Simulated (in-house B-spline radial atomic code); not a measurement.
The numbers below are computed, except where a source is named.
**Building a PAW s channel for Rh, r_c = 3.08 bohr**

Rh, [Kr] 4d8 5s1, non-relativistic LDA (VWN5), spherical and spin-unpolarised, from a B-spline radial code for spherical atoms (atomic units; all potentials screened as in the neutral atom).

Two all-electron partial waves φ1, φ2 are integrated outwards at E1 = ε(5s) = -0.154624 and E2 = E1 + 0.5 hartree; φ1 is the bound orbital and φ2 has unit norm inside r_c = 3.0763 bohr. Smooth partners are polynomials, r^1(a0 + a1 r² + a2 r⁴ + a3 r⁶), matched to φ and three derivatives at r_c, with no condition on the norm. The local potential is -2.22164 + (0.541326) r² + (-0.0550059) r⁴ + (0.00204421) r⁶ inside 2.6363 bohr and the all-electron one outside.

```
wave     φ(r_c)      φ'(r_c)         a0            a1             a2            a3
   1  0.5839196  -0.07426607  0.3164113  -0.008748436  -0.0009175277  4.526757e-05
   2  0.2303917    -1.117074  0.9560057    -0.1182479    0.002130012  5.566612e-05
```

Inside r_c the overlaps are <φi φj> = [[0.46027, 0.63517], [0.63517, 1.00000]] and, for the smooth waves, [[0.59108, 0.98165], [0.98165, 1.90835]]. With χj = (Ej − T − V_local) applied to smooth wave j, the program's quadrature gives the matrix B_ij = <smooth i, χj> as [[0.27802, 0.81628], [0.64304, 1.91238]].

(1) Check the match of the first wave, and find the augmentation charges q_ij.

(2) B isn't symmetric. Show that D_ij = B_ij + Ej q_ij is.

Solving (T + V_local + Σ p D p) ψ = E (1 + Σ p q p) ψ in a sphere of 9 bohr, whose wall lifts the free-atom level a little, gives these levels:

```json
{"all-electron": "-0.153478", "one projector": "-0.153478", "two projectors": "-0.153478"}
{"all-electron": "0.115526", "one projector": "0.111173", "two projectors": "0.115524"}
{"all-electron": "0.481291", "one projector": "0.394538", "two projectors": "0.481285"}
{"all-electron": "1.007720", "one projector": "0.608601", "two projectors": "1.006610"}
{"all-electron": "1.684560", "one projector": "1.094140", "two projectors": "1.335270"}
```

(3) What does the second projector gain?

Answers

(1) At r_c the four terms are 0.97338, -0.25469, -0.25279, 0.11803, which sum to 0.5839, φ1(r_c) to rounding. q_ij is the all-electron overlap less the smooth one: [[-0.13081, -0.34648], [-0.34648, -0.90835]]. The smooth first wave has a norm of 0.5911 inside r_c against 0.4603, so q11 is negative and must stay small enough for the overlap operator to be positive.

(2) Integrating by parts gives B12 − B21 = (E1 − E2) q12: 0.81628 − (0.64304) = 0.17324, and −0.5 × (-0.34648) = 0.17324. So D12 = 0.81628 + (0.345376)(-0.34648) = 0.69661 and D21 = 0.64304 + (-0.154624)(-0.34648) = 0.69661; D11 = 0.29825, D22 = 1.59866. The projectors, p = (B⁻¹)ᵀ χ, are dual to the smooth waves; det B = 0.0068.

(3) With one projector the errors are 0.00, -4.35, -86.75 millihartree, and the level at 0.6086 is out of step with the all-electron series: an extra state, or one far too low, so the pairing ends there; skipping it, the next levels are off by +86.4 millihartree. With two the errors are 0.00, 0.00, -0.01, -1.11 millihartree, and the level at 1.3353 is out of step with the all-electron series: an extra state, or one far too low, so the pairing ends there. The lowest eigenvalue of the overlap operator is 0.5465 with one and 0.02426 with two projectors. The smooth orbital alone needs a cutoff of 1.28 hartree for 1 millihartree of kinetic energy, against 4.5 for a norm-conserving Troullier-Martins orbital of the same radius, which is no gain while the set fails.
